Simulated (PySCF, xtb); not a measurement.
CH4CdS2, SMILES C[S][Cd][SH].

GFN2-xTB run with xtb at its own geometry gives an orbital gap of 2.26 eV and a dipole moment of 2.92 D.

The structure is a stationary point at PBE-D3(BJ)/def2-SVP. The structure was generated by enumeration; whether it is a known compound was not checked. The def2 effective core potentials stand for the cores of Cd; spin–orbit coupling is left out. The values are those of a single conformer.

Q: What does PBE/def2-TZVP (PySCF) give? (The exact figures need the calculation; the answer reports its results.)

A: gap 3.40 eV (levels -5.60 and -2.20 eV), dipole 1.66 D.
